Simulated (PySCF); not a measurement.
digermane (H6Ge2), singlet, at a GFN2-xTB geometry; DF-HF/def2-TZVPD run with PySCF.

PySCF was given this input:
```python
from pyscf import gto, scf

mol = gto.Mole()
mol.atom = '''
    Ge   -1.17547558    0.12031447   -0.01616232
    Ge    1.17547558   -0.12031447    0.01616232
    H    -1.83910444   -0.70892524   -1.07255537
    H    -1.62122062    1.52722241   -0.27292961
    H    -1.82715328   -0.27710333    1.27278427
    H     1.62480881   -1.45976226    0.51414555
    H     1.85937790    0.88294663    0.89351790
    H     1.80329164    0.03562178   -1.33496274
'''
mol.basis = 'def2-tzvpd'
mol.verbose = 4
mol.build()

mf = scf.RHF(mol)
mf = mf.density_fit(auxbasis='def2-universal-jkfit')
mf.kernel()
```

Output, abridged:

```
PySCF version 2.14.0

[INPUT] verbose = 4
[INPUT] num. atoms = 8
[INPUT] num. electrons = 70
[INPUT] charge = 0
[INPUT] spin (= nelec alpha-beta = 2S) = 0
[INPUT] symmetry False subgroup None
[INPUT] Mole.unit = angstrom
[INPUT] Symbol           X                Y                Z      unit          X                Y                Z       unit  Magmom
[INPUT]  1 Ge    -1.175475580000   0.120314470000  -0.016162320000 AA   -2.221326912314   0.227361397122  -0.030542358338 Bohr   0.0
[INPUT]  2 Ge     1.175475580000  -0.120314470000   0.016162320000 AA    2.221326912314  -0.227361397122   0.030542358338 Bohr   0.0
[INPUT]  3 H     -1.839104440000  -0.708925240000  -1.072555370000 AA   -3.475403706072  -1.339674546392  -2.026835902732 Bohr   0.0
[INPUT]  4 H     -1.621220620000   1.527222410000  -0.272929610000 AA   -3.063662959298   2.886032086198  -0.515762214184 Bohr   0.0
[INPUT]  5 H     -1.827153280000  -0.277103330000   1.272784270000 AA   -3.452819286801  -0.523649401905   2.405213685954 Bohr   0.0
[INPUT]  6 H      1.624808810000  -1.459762260000   0.514145550000 AA    3.070443655680  -2.758550878376   0.971594277664 Bohr   0.0
[INPUT]  7 H      1.859377900000   0.882946630000   0.893517900000 AA    3.513714993069   1.668527313308   1.688504118397 Bohr   0.0
[INPUT]  8 H      1.803291640000   0.035621780000  -1.334962740000 AA    3.407727322318   0.067315408270  -2.522713965099 Bohr   0.0

nuclear repulsion = 330.797161763801
number of shells = 66
number of NR pGTOs = 278
number of NR cGTOs = 162
basis = def2-tzvpd
ecp = {}

******** <class 'pyscf.df.df_jk.DFRHF'> ********
method = DFRHF
initial guess = minao
damping factor = 0
level_shift factor = 0
DIIS = <class 'pyscf.scf.diis.CDIIS'>
diis_start_cycle = 1
diis_space = 8
diis_damp = 0
SCF conv_tol = 1e-09
SCF conv_tol_grad = None
SCF max_cycles = 50
direct_scf = False
Set gradient conv threshold to 3.16228e-05
Initial guess from minao.
******** <class 'pyscf.df.df.DF'> ********
auxbasis = def2-universal-jkfit
init E= -4152.83404709048
  HOMO = -0.306387227410347  LUMO = 0.0565731180505219  gap/eV = 9.87665
cycle= 1 E= -4154.1723065067  delta_E= -1.34  |g|= 0.455  |ddm|=  2.4
  HOMO = -0.434151170773393  LUMO = 0.0679714004529763  gap/eV = 13.66345
cycle= 2 E= -4154.20421332515  delta_E= -0.0319  |g|= 0.32  |ddm|= 0.473
  HOMO = -0.412055880006683  LUMO = 0.0732369891482878  gap/eV = 13.20549
cycle= 3 E= -4154.21199182174  delta_E= -0.00778  |g|= 0.0362  |ddm|= 0.218
  HOMO = -0.406221435754233  LUMO = 0.0758840883180001  gap/eV = 13.11876
cycle= 4 E= -4154.21280280262  delta_E= -0.000811  |g|= 0.00739  |ddm|= 0.0772
  HOMO = -0.409731529410461  LUMO = 0.0754490161597008  gap/eV = 13.20244
cycle= 5 E= -4154.21282843092  delta_E= -2.56e-05  |g|= 0.00142  |ddm|= 0.0139
  HOMO = -0.409655010049645  LUMO = 0.0754674579079978  gap/eV = 13.20085
cycle= 6 E= -4154.21282981868  delta_E= -1.39e-06  |g|= 0.000298  |ddm|= 0.00425
  HOMO = -0.409693284928662  LUMO = 0.0754590173911404  gap/eV = 13.20167
cycle= 7 E= -4154.21282988535  delta_E= -6.67e-08  |g|= 4.93e-05  |ddm|= 0.000949
  HOMO = -0.409696735590638  LUMO = 0.0754577519044335  gap/eV = 13.20173
cycle= 8 E= -4154.21282988724  delta_E= -1.88e-09  |g|= 4.91e-06  |ddm|= 0.000227
  HOMO = -0.409696755310038  LUMO = 0.0754575477850292  gap/eV = 13.20172
cycle= 9 E= -4154.21282988725  delta_E= -8.19e-12  |g|= 8.59e-07  |ddm|= 3.52e-05
  HOMO = -0.409696688609501  LUMO = 0.0754575721420594  gap/eV = 13.20172
Extra cycle  E= -4154.21282988726  delta_E= -1.27e-11  |g|= 3.02e-07  |ddm|= 2.56e-06
converged SCF energy = -4154.21282988726
```
